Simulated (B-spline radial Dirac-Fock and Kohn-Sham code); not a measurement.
# Binding energies of Sm⁵⁴⁺ at several levels of theory

System: the Sm⁵⁴⁺ ion in the configuration [He] 2s2 2p4.

The density-functional columns are spherical, spin-unpolarised Dirac-Kohn-Sham results without Breit or QED terms: −ε is minus the orbital energy of the initial state and ΔSCF the difference of two total energies. The reference in the last column comes from relaxed Dirac-Fock hole states (ΔSCF) with Breit and QED corrections and a finite nucleus. All numbers are from a B-spline atomic structure program, in eV; a selection of levels is shown. For the 1s level of heavy atoms much of the gap between ΔSCF and the reference is the Breit and QED part, -183.1 eV here; for other levels the error of the functional can be larger.

```tsv
level	LDA −ε	LDA ΔSCF	Dirac-Fock
K (1s)	51333.4	51831.1	51642.8
L1 (2s)	11851.2	11974.7	11977.3
L2,3 (2p)	11143.4	11285.4	11268.7
```

Values without a named source are computed, but for edge energies of neutral atoms, which are taken from tables.
